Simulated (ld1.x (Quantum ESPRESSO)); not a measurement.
# N (Z = 7), PAW: configuration errors across variants

* Element: N
* Generator: ld1.x (Quantum ESPRESSO) 7.5
* Type: PAW
* Functional: PW91
* Relativity: scalar-relativistic
* Frozen core: [He]
* Valence charge: 5
* Reference configuration: 2s1.5 2p3.5
* Partial waves: 2s (bound): rcut 0.95, rcutus 1.00 bohr; 2s channel at 0.3 Ry: rcut 0.95, rcutus 1.00 bohr; 2p (bound): rcut 1.30, rcutus 1.55 bohr; 2p channel at 0.65 Ry: rcut 1.30, rcutus 1.55 bohr; 3d channel at -0.15 Ry: rc 1.80 bohr
* Local potential: the d channel
* Core correction: Bessel-smoothed model core, default radius (core density twice the valence density)
* Augmentation charge: PSQ, inside the norm-conserving radii

All-electron excitation energies from the reference (eV): (1) 2s2 2p3 -5.738; (2) 2s2 2p2 7.934; (3) 2s2 2p1 36.888; (4) 2s1 2p0 161.977; (5) 2s1 2p4 5.745; (6) 2s2 2p0 84.077; (7) 2s0 2p5 17.254.

The default core radius of the base comes out at 0.40 bohr.

Tests that are not counted but printed errors over 1 eV. “all radii but the core radius scaled by about 0.74 (s 0.74, p 1.16, d 1.34 bohr, rcut 0.70/0.96/1.34)”: 2s2 2p2 (solver errors, printed error -132 eV); 2s2 2p1 (solver errors, printed error -84.1 eV).

3 further variants failed, have other tests or another functional or relativity, and are left out.

Errors AE − PS in meV (a dash: test not solved or not reliable):

```tsv
change	(1)	(2)	(3)	(4)	(5)	(6)	(7)	bound ghosts
base	+0.1	-0.6	-6.9	-46	-0.1	-20	-0.8	none
wave 3d channel at -0.15 Ry: rc 1.80 bohr becomes 3d channel at 0.02 Ry: rc 1.80 bohr	+0.1	-0.6	-7.0	-47	-0.1	-21	-0.8	none
waves 2s (bound): rcut 0.82, rcutus 0.86 bohr; 2s channel at 0.3 Ry: rcut 0.82, rcutus 0.86 bohr	+0.2	0.0	-5.6	-48	-0.1	-21	-0.7	none
core correction Bessel-smoothed model core inside 0.72 bohr	+0.1	-0.7	-7.6	-45	-0.1	-22	-0.8	none
all radii but the core radius scaled by about 0.74 (s 0.74, p 1.16, d 1.34 bohr, rcut 0.70/0.96/1.34)	-0.1	–	–	-60	-0.4	-17	-1.0	none
wave 3d channel at -0.15 Ry: rc 1.80 bohr becomes 3d channel at -0.15 Ry: rc 1.26 bohr	+0.1	-0.6	-4.2	-30	-0.1	-6.3	-0.4	none
waves 2p (bound): rcut 1.30, rcutus 2.08 bohr; 2p channel at 0.65 Ry: rcut 1.30, rcutus 2.08 bohr	-0.1	-5.0	-25	-34	-0.1	-9.8	-1.2	none
```

**Question.** Give the same row for: type TM; waves now 2s (bound): rc 1.00 bohr; 2p (bound): rc 1.55 bohr; 3d channel at -0.15 Ry: rc 1.80 bohr.

**Answer.** +1.5, +33, +200, +1246, +1.4, +761, +14; bound ghosts: none.
